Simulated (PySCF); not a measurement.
From one molecule to another.

First species: C3H10F2SSi2.
SMILES: `S[Si@@H](C(C)(F)F)C[SiH3]`

Second species: C₈H₈O.
SMILES: `COC1c2ccccc21`

Levels: PBE0/pcSseg-1 for dipole moment, HOMO energy, LUMO energy and HOMO–LUMO gap; GFN2-xTB for rotational constant A and rotational constant C. Geometries: GFN2-xTB. Each species is one conformer at its optimised geometry, gas phase, non-relativistic unless stated; the electronic structure was computed with PySCF and density fitting.

Dipoles, sizes and rotational constants follow the conformer. The torsions of the flexible species, by atom-mapped SMILES:
- `[CH3:1][C:2]([F:3])([F:4])[Si@H:5]([SH:6])[CH2:7][SiH3:8]`: C1–C2–Si5–S6 64°, C2–Si5–C7–Si8 -175°, H–S6–Si5–C2 41°
- `[CH3:1][O:2][CH:3]1[c:4]2[cH:5][cH:6][cH:7][cH:8][c:9]21`: C1–O2–C3–C4 83°

| property | column X | column Y |
| --- | --- | --- |
| dipole moment | 1.86 D | 1.26 D |
| HOMO energy | -7.53 eV | -7.21 eV |
| LUMO energy | 0.05 eV | -0.60 eV |
| HOMO–LUMO gap | 7.58 eV | 6.61 eV |
| rotational constant A | 1.598 GHz | 4.301 GHz |
| rotational constant C | 0.564 GHz | 0.944 GHz |

Q: Which column belongs to which species?

A: Column X is the first species and column Y the second. The first has 18 atoms and 90 electrons, the second 17 and 64.

Q: How does each property change from the first species to the second?

A: dipole moment -0.60 D; HOMO energy +0.32 eV; LUMO energy -0.65 eV; HOMO–LUMO gap -0.97 eV; rotational constant A +2.703 GHz; rotational constant C +0.380 GHz.

On the first: In atomic units the dipole is 0.73 e·bohr (1 au = 2.5417 D).

On the second: The dipole matches unit charges of opposite sign 0.26 Å apart (1 e·Å = 4.8032 D). A dipole of 1.26 D is allowed in C1, and pure rotational transitions are dipole-allowed.
